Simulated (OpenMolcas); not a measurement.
Mo5+ among 6 point charges of -1.7 e arranged as an octahedron (Oh).

```
Program             : OpenMolcas 26.06
Method              : CASSCF
Basis               : ANO-RCC-VDZP [6s5p3d1f]
Scalar Hamiltonian  : DKH2, point nucleus
Active space        : 1 electron in 5 orbitals (4d)
State averaging     : 2S+1 = 2 even, 5 roots
Spin-orbit coupling : state interaction with AMFI integrals over the reference wave functions
```

All point charges move together. At R = 1.83 Å |10Dq| is 12394 cm-1, and at R = 2.15 Å it is 5670 cm-1.

**Question.** A third run gives 8473 cm-1. What distance was it run at?

**Answer.** With a power law R^-n the two known points give n = -ln(5670 / 12394) / ln(2.15 / 1.83) = 4.85. Then R = 1.83 × (12394 / 8473)^(1/4.85) = 1.979 Å. The run was at 1.98 Å, so the estimate is off by -0.001 Å.

An orbital triplet at a regular site is open to Jahn-Teller coupling, which can distort the site and quench the lowest spin-orbit gaps and is left out. This field is weak: 10Dq is about 12394 cm-1, while octahedral complexes of 4d ions of charge 3 and more, computed by the same method with explicit ligands, had a median near 25000 cm-1. Ground spin and moment need not be those of a real site (figures for R = 1.83; the like holds for R = 1.98, R = 2.15). This is an electrostatic model: the charges have no orbitals. No measured value stands beside these numbers.
